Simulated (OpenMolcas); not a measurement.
## The standard entropy of GeH2 (SMILES [GeH2]) from a frequency calculation

A singlet with charge 0, relaxed at HF/cc-pVTZ (OpenMolcas 26.06):

```xyz
3

Ge   -0.5535    0.3933   -0.2560
H     0.7814    0.7622    0.5102
H    -0.2279   -1.1556   -0.2542
```

Harmonic wavenumbers in cm⁻¹: 1015, 2014, 2021.

Masses in u: Ge 72.63, H 1.008. Take T = 298.15 K, p = 1 bar, R = 8.3145 J/(mol K), kT/hc = 207.22 cm⁻¹, rigid rotor and harmonic oscillator.

Task: Compute the standard molar entropy.

Result: 
1. Translation (Sackur–Tetrode): S = R[3/2 ln M + 5/2 ln T − 1.1517] with M = 74.646 gives 162.6 J/(mol K).
2. Rotation: principal moments 2.324, 2.662, 4.986 u Å² give A, B, C = 7.2531, 6.3336, 3.3811 cm⁻¹; the symmetry number is σ = 2; q = (√π/σ)√((kT/hc)³/ABC) = 212; S = R(ln q + 3/2) = 57.0.
3. Vibration: with u = ν̃/207.22, each mode gives R[u/(eᵘ − 1) − ln(1 − e⁻ᵘ)]; the sum is 0.4, most from 1015 cm⁻¹ (0.4).
4. Spin: R ln 1 = 0.0.
5. Sum: 162.6 + 57.0 + 0.4 + 0.0 = 220.0 J/(mol K).

No measured value is set beside it here. Unscaled Hartree–Fock wavenumbers run high.
